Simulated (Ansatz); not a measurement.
Job for Ansatz (a quantum-chemistry and plane-wave program): R-wB97M-V/def2-TZVPP on CH4SSn (SMILES [CH3][Sn][SH]), a point of a torsion scan. Elements past Kr take the def2 small-core potentials; no spin–orbit coupling.

Ansatz 0.2 input:
```yaml
crystal:
  periodic: [false, false, false]
  atoms:
    - {symbol: C, position_ang: [-1.05382146, -0.10970070, 0.06075551]}
    - {symbol: Sn, position_ang: [0.30535803, 1.69468701, -0.15635250]}
    - {symbol: S, position_ang: [2.43536534, 0.42124241, 0.00868397]}
    - {symbol: H, position_ang: [-0.76115088, -0.88462434, -0.65143743]}
    - {symbol: H, position_ang: [-2.11144907, 0.10555516, -0.09742924]}
    - {symbol: H, position_ang: [-0.95326734, -0.54577996, 1.05825123]}
    - {symbol: H, position_ang: [2.52972023, 0.52275925, 1.32607733]}
basis:
  gaussian:
    orbitals: def2-TZVPP
hamiltonian:
  xc: {name: wB97M-V}
scf: {lower_state_search: off}
```

Program output:

```
WARN ansatz: RAYON_NUM_THREADS=1 ignored (pool sized by the plan → 1); use --threads N
Functional definition: wB97M-V
these checks for a lower state are left out or cut short: stability, starts, cluster_reference, orbital_swaps, neighbouring_geometries, increment
integrals: 0.13 GiB planned
1139 factors; their error is unknown
integrals: 0.16 GiB planned
252 factors; integrals over basis functions are off by at most 2.7e-5 eV
mean field: 1.03 GiB planned
mean field evaluation 1: about -17762.2970 eV, gradient 4.6e1 eV
mean field evaluation 2: about -17763.2689 eV, gradient 4.2e1 eV
mean field evaluation 4: about -17767.5526 eV, gradient 1.6e0 eV
mean field evaluation 8: about -17767.5663 eV, gradient 4.3e-2 eV
mean field evaluation 16: about -17767.6099 eV, gradient 1.5e-4 eV
mean field -17767.60985259 eV, -652.9476187640 hartree, gradient 3.2e-6 eV, S^2 0.000000; 0 other end points of the search recorded, 0 dependent functions left out
reference -17767.60989997 eV, -652.9476205052 hartree; 24, 24 occupied and 155, 155 virtual orbitals, 1139 factors
Total energy: -17767.60989997 eV, -652.9476205052 hartree
Checks for a lower state left out: stability, starts, cluster_reference, orbital_swaps, neighbouring_geometries, increment
```

The run converged.

Cost: around 6 core-seconds (rough).
